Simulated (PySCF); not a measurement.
Constitutional and geometric isomers with formula H4B2Si. All species are isolated molecules in the gas phase. One relaxed conformer stands for each flexible species; it need not be the lowest. Strings in code marks are SMILES.

The numbers are results of PySCF with B3LYP-D3(BJ)/def2-TZVP, not measurements. B3LYP has the VWN-RPA correlation part, as in Gaussian. 

```json
[
 {"species": "`B1B[SiH2]1`", "LUMO (eV)": "-2.11", "HOMO (eV)": "-6.75"},
 {"species": "`BB=[SiH2]`", "LUMO (eV)": "-2.73", "HOMO (eV)": "-6.15"},
 {"species": "`[H]/B=[SiH]\\B`", "LUMO (eV)": "-3.00", "HOMO (eV)": "-6.09"}
]
```
